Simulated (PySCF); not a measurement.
# Which functional comes closest?

Molecule: SMILES CC(=O)NC(C)C, C5H11NO.

Atom-mapped SMILES (the numbers label the heavy atoms): `[CH3:1][C:2](=[O:3])[NH:4][CH:5]([CH3:6])[CH3:7]` (H(Xn): hydrogen on atom n).

Geometry PBE0-D3(BJ)/def2-SVP throughout; GIAO in PySCF, gas phase, one conformer, non-relativistic; equivalent atoms averaged; basis pcSseg-1.

Reference values (measured; solution, not stated per compound (mostly CDCl3 or CCl4); Pretsch, Buehlmann, Badertscher, Structure Determination of Organic Compounds, 4th ed. (2009)): δ(C5) = 40.5 ppm, δ(C6/C7) = 22.3 ppm, δ(H(C5)) = 4.01 ppm, δ(H(C6)/H(C7)) = 1.13 ppm. Computed shifts are taken against TMS, calculated as an isolated molecule at each level.

Q: How do the functionals BP86, OPBE, KT3, B97-D, PBE0, mPW1PW91, B97-2, BHandHLYP, wB97X-D perform against the reference? Times are CPU seconds on shared hosts with different chips, so compare them loosely; the GGAs took longer than the global hybrids here, which isn't the general rule, and the cause wasn't traced.

A: 
| functional | kind | C5 | C6/C7 | H(C5) | H(C6)/H(C7) | mean abs. error C | mean abs. error H | core-s |
| --- | --- | --- | --- | --- | --- | --- | --- | --- |
| BP86 | GGA | 40.7 | 25.2 | 4.41 | 1.02 | 1.6 | 0.26 | 32 |
| OPBE | GGA | 39.0 | 23.8 | 4.40 | 1.00 | 1.5 | 0.26 | 34 |
| KT3 | GGA | 40.7 | 24.6 | 4.40 | 1.02 | 1.3 | 0.25 | 34 |
| B97-D | GGA | 40.7 | 25.2 | 4.41 | 1.04 | 1.6 | 0.25 | 32 |
| PBE0 | global hybrid | 38.6 | 24.9 | 4.32 | 1.01 | 2.2 | 0.22 | 27 |
| mPW1PW91 | global hybrid | 38.6 | 24.9 | 4.31 | 1.01 | 2.2 | 0.21 | 21 |
| B97-2 | global hybrid | 38.9 | 24.8 | 4.32 | 1.02 | 2.1 | 0.21 | 21 |
| BHandHLYP | global hybrid | 37.7 | 25.2 | 4.23 | 1.03 | 2.8 | 0.16 | 19 |
| wB97X-D | range-separated hybrid | 38.2 | 25.2 | 4.26 | 1.02 | 2.6 | 0.18 | 26 |

For 13C the closest is KT3 (1.3 ppm, with OPBE, BP86, B97-D practically level) and the furthest BHandHLYP (2.8 ppm).

For 1H the closest is BHandHLYP (0.16 ppm, with wB97X-D practically level) and the furthest OPBE (0.26 ppm). One molecule is a small sample, and vibrational and solvent effects are absent from the calculation.
